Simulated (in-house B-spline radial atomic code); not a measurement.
Spin-orbit splittings of orbital energies (j = l + 1/2 less j = l - 1/2) and ratios of mean radii (lower j over upper j) along the 68-electron series, configuration [Xe] 4f14. Computed with a radial B-spline atomic code at the basis-set limit: Dirac-Hartree-Fock, average of the configuration, finite nuclei.

```
  ion   Z  splitting of 4d (eV)  radius ratio of 4d  splitting of 4p (eV)  radius ratio of 4p  splitting of 5p (eV)  radius ratio of 5p
 Yb2+  70                9.6772             0.97975                51.732             0.94208                6.4707             0.92708
 Lu3+  71                     ?                   ?                     ?                   ?                     ?                   ?
 Hf4+  72                11.226             0.97901                60.058             0.93881                8.5809             0.93263
 Ta5+  73                12.108             0.97868                 64.69             0.93723                9.8461             0.93408
  W6+  74                     ?                   ?                     ?                   ?                     ?                   ?
 Re7+  75                14.079             0.97803                74.957             0.93407                12.781             0.93546
 Os8+  76                 15.17             0.97771                80.625             0.93248                14.457             0.93563
 Ir9+  77                     ?                   ?                     ?                   ?                     ?                   ?
Pt10+  78                17.574             0.97704                93.116             0.92927                 18.25              0.9353
Au11+  79                18.891              0.9767                99.977             0.92763                 20.38             0.93487
Hg12+  80                20.289             0.97634                107.28             0.92596                22.677              0.9343
Tl13+  81                 21.77             0.97598                115.03             0.92427                25.148             0.93362
Pb14+  82                23.336              0.9756                123.27             0.92254                27.802             0.93283
Bi15+  83                24.992             0.97522                132.02             0.92078                30.648             0.93195
```

Q: Fill in the row of Lu3+.

A: splitting of 4d (eV): 10.413; radius ratio of 4d: 0.97936; splitting of 4p (eV): 55.742; radius ratio of 4p: 0.94043; splitting of 5p (eV): 7.4522; radius ratio of 5p: 0.9304.

Q: Fill in the row of W6+.

A: splitting of 4d (eV): 13.059; radius ratio of 4d: 0.97835; splitting of 4p (eV): 69.651; radius ratio of 4p: 0.93565; splitting of 5p (eV): 11.246; radius ratio of 5p: 0.93498.

Q: Fill in the row of Ir9+.

A: splitting of 4d (eV): 16.334; radius ratio of 4d: 0.97738; splitting of 4p (eV): 86.672; radius ratio of 4p: 0.93089; splitting of 5p (eV): 16.278; radius ratio of 5p: 0.93556.

Q: With what power of Z does the column «splitting of 5p (eV)» change over this range?

A: A fit of the logarithm of its size against log Z from Z = 70 to 83 has slope 9.14. An unscreened hydrogenic electron would give 4 at low Z; screening makes the apparent power larger near the neutral end, and relativity raises it again at high Z.
